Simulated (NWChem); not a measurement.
CH$_{3}$ClGe, singlet; SMILES [CH3][Ge][Cl]

Computed with NWChem. Medium grid unless said otherwise, to which SCAN and Minnesota functionals are sensitive. Low-valent species are run as closed-shell singlets; no triplet was tried in these runs. Geometry: optimised at PBE0/def2-SVP. Hybrids' shares of exact exchange are those that their runs print; pure functionals count as 0. The functionals differ in more than this share.

```
row               share of exact exchange  highest occupied level (eV)
----------------  -----------------------  ---------------------------
PBE/def2-TZVP                        0.00                        -5.78
SCAN/def2-TZVP                       0.00                        -6.06
B3LYP/def2-TZVP                      0.20                        -6.69
PBE0/def2-TZVP                       0.25                        -6.87
MN15/def2-TZVP                       0.44                     withheld
M06-2X/def2-TZVP                     0.54                        -7.90
```

Problem. Fit a straight line of the last column on the one before it, predict the withheld value, and compare with the run.

Solution. 
1. Means of the 5 shown rows: x = 0.198, y = -6.660. Slope Σ(x − x̄)(y − ȳ)/Σ(x − x̄)² = -0.7281/0.1981 = -3.676; intercept -5.932.
2. The shown rows scatter about the line by 0.090 (root mean square); the largest residual is +0.15, at PBE/def2-TZVP.
3. At x = 0.44 (MN15/def2-TZVP; inside the shown range) the line gives -7.55.
4. The run gives -7.51, +0.04 from the line, 0.4 times the scatter.
